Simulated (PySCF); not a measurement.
## Working out the ionisation energy of Sn

Sn [Kr] 4d10 5s2 5p2 (3P) → Sn⁺ [Kr] 4d10 5s2 5p1 (2P). Computed with PySCF 2.14 in x2c-TZVPPall with one added diffuse shell each of s, p, d, f type (9s7p5d3f, 76 functions), with the spin-free X2C one-electron Hamiltonian (Gaussian nucleus). Frozen: [Kr] 4d10. Energies in hartree (1 hartree = 27.21139 eV):

```
            part    Sn (lower)   Sn⁺ (upper)
             UHF  -6173.749082  -6173.496916
CCSD correlation     -0.055238     -0.043290
             (T)     -0.001569     -0.000639
```

What does Hartree-Fock give?

(-6173.496916) − (-6173.749082) = 0.252166 hartree = 6.862 eV.

What do CCSD and CCSD(T) give?

The CCSD correlation energies differ by 0.011948 hartree = 0.325 eV and the triples by 0.000930 hartree = 0.025 eV, so CCSD gives 7.187 eV and CCSD(T) 7.212 eV.

Measured between the centres of the two terms (NIST): 7.389 eV, so CCSD(T) (valence) is off by -0.177 eV.

What remains against the reference includes basis incompleteness, the frozen core and higher excitations.
